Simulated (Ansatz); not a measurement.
Ge2H4O, SMILES `[O]1[GeH2][GeH2]1`, relaxed with RKS PBE-D4/def2-SVP in Ansatz from a rough embedded geometry. The force threshold is 0.03 eV/Å; the program also tests the step.

Total charge 0; spin multiplicity 1.

Start:

```xyz
7

O     0.290    0.468    1.069
Ge    1.014    0.328   -0.588
Ge   -1.021   -0.426    0.362
H     0.932    1.707   -1.292
H     2.174   -0.691   -0.654
H    -1.095   -1.910    0.864
H    -2.295    0.524    0.238
```

Q: How much energy does the relaxation release, and in how many steps? (An estimate is asked.)

A: Computed: 40.20 kJ/mol, in 5 steps.

Q: Which bonds change most? (An estimate is asked.)

A: Computed: O1–Ge3 from 1.737 to 1.867 Å; O1–Ge2 from 1.814 to 1.867 Å; Ge3–H7 from 1.594 to 1.552 Å; Ge2–Ge3 from 2.368 to 2.339 Å.

Q: Give the relaxed structure. (Estimate.)

A: Computed: 
```xyz
7

O     0.353    0.483    1.141
Ge    0.958    0.312   -0.617
Ge   -1.049   -0.438    0.321
H     1.106    1.683   -1.327
H     2.236   -0.563   -0.718
H    -1.242   -1.863    0.904
H    -2.363    0.387    0.296
```
